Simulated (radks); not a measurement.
Results of a calculation; reference values are marked as such.
Problem. The ruthenium ion Ru12+ is in [Ar] 3d10 4s2 4p2. Level of theory: scalar-relativistic Kohn-Sham, PBE, spin-polarised, spherical densities, finite nucleus; Fermi nuclear charge, rms radius of each element as measured or else 0.836 A^(1/3) + 0.57 fm (a radial shooting solver on a logarithmic mesh with Libxc functionals). Open shells are filled with parallel spins first. One electron is removed from 4p, 4s, 3p, 3d in turn, with full relaxation. Which removal costs least, and what does each cost?

Solution. 4p 271.19 eV; 4s 301.45 eV; 3d 544.34 eV; 3p 716.42 eV. The 4p electron leaves first.
